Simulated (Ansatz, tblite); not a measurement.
Cost and result up the ladder for the cluster Sb₄⁻ (the lowest doublet isomer of a short search) (4 atoms). Charge -1, multiplicity 2. Geometry: PBE0-D4/def2-SVPD.

```xyz
4

Sb   -0.330   -1.371    0.862
Sb    0.768   -0.666   -1.657
Sb   -1.620    1.060    0.178
Sb    1.182    0.977    0.617
```

Ansatz on 4 threads of Arm Neoverse N1 on a shared host; xTB runs through tblite on one thread. Times are rough, summed over both states, and most runs start from the orbitals of an earlier one. PBE-QIDH/def2-TZVPD serves as the yardstick here, not as an exact answer. Differences are given only for rows in sets of like size (and for xTB, whose basis is part of the method), since another set adds its own error. The other state is a quartet at its own geometry, which has other bonds, so the gap mixes isomer and spin.

In the def2 sets Sb takes a core potential, while STO-3G treats all electrons; there is no spin–orbit coupling. The xTB rows come from tblite. B3LYP takes the VWN-RPA correlation. Correlated methods freeze 16 core orbitals; core or outer-core shells of Sb are correlated, in sets that lack core-valence functions. The rows differ in basis, and correlated rows in double-zeta sets carry the largest basis error. The structure comes from a short search, and lower isomers may exist.

Correlated methods converge slowly with the basis, most of all in double-zeta sets.

xTB has no spin-polarisation term.

| level | functions | quartet − doublet (eV) | difference from PBE-QIDH/def2-TZVPD (eV) | remarks |
| --- | --- | --- | --- | --- |
| GFN2-xTB | 36 | 0.83 | -0.01 | – |
| GFN1-xTB | 36 | 1.20 | 0.36 | – |
| PBE0-D4/def2-TZVPD | 224 | 0.69 | -0.15 | – |
| PBE-D4/def2-TZVPD | 224 | 0.78 | -0.05 | HOMO above zero (doublet), HOMO above zero (quartet) |
| B3LYP-D4/def2-TZVPD | 224 | 0.61 | -0.22 | HOMO above zero (doublet) |
| PBE-QIDH/def2-TZVPD | 224 | 0.83 | 0.00 | – |
| MP2/def2-TZVPD | 224 | 1.19 | 0.35 | – |
| r2SCAN-D4/def2-TZVPD (with forces) | 224 | 0.65 | -0.19 | HOMO above zero (doublet) |
| CCSD(T)/def2-SVPD | 128 | 0.64 | – | – |
| HF/STO-3G | 108 | -0.14 | – | HOMO above zero (doublet), HOMO above zero (quartet) |

**Question.** Estimate how long each takes.

**Answer.** GFN1-xTB 0.013 s; GFN2-xTB 0.019 s; PBE-D4/def2-TZVPD 20 s; HF/STO-3G 22 s; r2SCAN-D4/def2-TZVPD (with forces) 46 s; PBE0-D4/def2-TZVPD 46 s; B3LYP-D4/def2-TZVPD 48 s; MP2/def2-TZVPD 54 s; PBE-QIDH/def2-TZVPD 65 s; CCSD(T)/def2-SVPD 5.9 min. On shared hardware such times vary by a factor of up to 3.
